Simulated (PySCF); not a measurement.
System: H₃Si (cation, charge +1), singlet: umbrella (inversion) coordinate, bond length relaxed. Scanned: angle between the Si-H bonds and the threefold axis (90 = planar). Other coordinates (Si-H bond length) were minimised at B3LYP/def2-TZVP.

The free coordinates were minimised at B3LYP/def2-TZVP in PySCF; the energy column is CCSD(T) on RHF/cc-pVTZ, 5 core orbitals frozen run with PySCF 2.14.0, in kJ/mol.

```tsv
a / °	Si-H bond length / Å	E
90	1.468	0.0
93	1.468	2.1
96	1.469	8.3
99	1.470	18.6
102	1.471	33.1
105	1.474	51.8
108	1.476	74.8
111	1.480	102.1
114	1.484	133.9
117	1.488	170.2
120	1.494	211.2
123	1.500	257.1
126	1.506	308.0
129	1.514	364.0
132	1.522	425.4
```
